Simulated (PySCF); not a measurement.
**Correlation energy of Bi+ (bismuth, charge +1)**

[Xe] 4f14 5d10 6s1 6p3, high-spin 5S determinant (an excited configuration). Computed with PySCF 2.14 in x2c-QZVPPall (16s10p9d6f1g, 142 functions), with the spin-free X2C one-electron Hamiltonian (Gaussian nucleus). Frozen: [Kr] 4d10 4f14; 22 electrons correlated.

MP2 pair energies summed by pair of shells (mhartree):

```json
{"pair": "5d-5d", "energy": "-271.84", "share (%)": "47.4"}
{"pair": "5p-5d", "energy": "-100.03", "share (%)": "17.4"}
{"pair": "5d-6p", "energy": "-73.88", "share (%)": "12.9"}
{"pair": "5p-5p", "energy": "-32.98", "share (%)": "5.8"}
{"pair": "5d-6s", "energy": "-24.37", "share (%)": "4.2"}
{"pair": "5s-5d", "energy": "-22.59", "share (%)": "3.9"}
{"pair": "5s-5p", "energy": "-15.67", "share (%)": "2.7"}
{"pair": "6p-6p", "energy": "-11.43", "share (%)": "2.0"}
{"pair": "5p-6p", "energy": "-7.98", "share (%)": "1.4"}
{"pair": "5p-6s", "energy": "-4.78", "share (%)": "0.8"}
{"pair": "6s-6p", "energy": "-3.33", "share (%)": "0.6"}
{"pair": "5s-5s", "energy": "-3.08", "share (%)": "0.5"}
{"pair": "5s-6p", "energy": "-1.02", "share (%)": "0.2"}
{"pair": "5s-6s", "energy": "-0.63", "share (%)": "0.1"}
```

Total MP2 correlation energy: -573.60 mhartree.

Same-spin part -216.06 and opposite-spin part -357.54 mhartree; SCS-MP2 scales them by 1/3 and 6/5 to -501.07 mhartree.

This basis was not built for core-valence correlation, so the inner-shell part is incomplete.

Spin-orbit coupling is strong in this species, so the high-spin LS determinant is a model state.
